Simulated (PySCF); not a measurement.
1-bromo-3-fluoropropa-1,2-diene (C₃H₂BrF), SMILES C(=C=CBr)F. Heavy atoms are numbered as in [F:1][CH:2]=[C:3]=[CH:4][Br:5]. Hydrogens are named by the atom that carries them.

Geometry: B3LYP-D3(BJ)/def2-SVP.

These are PBE/def2-TZVP run with PySCF values and carry that method's errors.

ESP charges are fitted to the potential on shells at 1.4 to 2.0 van der Waals radii. Atomic charges (e), one atom of each kind:

| atom | ESP fit | Mulliken | Löwdin | meta-Löwdin |
|---|---|---|---|---|
| F1 | -0.07 | -0.14 | 0.20 | -0.23 |
| C2 (CH) | -0.11 | 0.03 | -0.28 | 0.14 |
| C3 | 0.10 | -0.01 | -0.12 | -0.06 |
| C4 (CH) | -0.30 | -0.14 | -0.39 | -0.14 |
| Br5 | -0.01 | -0.03 | 0.31 | -0.01 |
| H on C2 | 0.17 | 0.13 | 0.14 | 0.14 |
| H on C4 | 0.22 | 0.16 | 0.15 | 0.16 |

Problem. Give the Mayer and Wiberg (Löwdin basis) orders of the bonds. (The exact figures need the calculation; the answer reports its results.)

Solution. 
| bond | Mayer | Wiberg |
|---|---|---|
| F1–C2 | 1.15 | 1.78 |
| C2–C3 | 1.80 | 2.04 |
| C3–C4 | 1.94 | 2.13 |
| C4–Br5 | 1.12 | 1.60 |
